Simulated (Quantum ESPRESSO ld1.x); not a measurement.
Results of a calculation; reference values are marked as such.
Q: The mean radii <r> (bohr) of the occupied orbitals of an atom or ion are listed with their occupations. Code: ld1.x of Quantum ESPRESSO 7.5. Model: non-relativistic Kohn-Sham, PBE, spin-unpolarised, spherical densities, point nucleus.

| orbital | occ. | <r> |
|---|---|---|
| 1s | 2 | 0.04942 |
| 2s | 2 | 0.2214 |
| 2p | 6 | 0.1921 |
| 3s | 2 | 0.6512 |
| 3p | 5 | 0.6652 |
| 3d | 9 | 0.7089 |
| 4d | 1 | 2.537 |

Name the element and its charge.

A: Z = 31, gallium, charge +4: Ga4+ in [Ne] 3s2 3p5 3d9 4d1. The 1s radius gives Z: for a bare nucleus <r> = 1.5/Z, 0.04839 bohr for Z = 31, and screening makes it slightly larger (0.04942 here). The occupations add up to 27, and the charge is Z minus that.
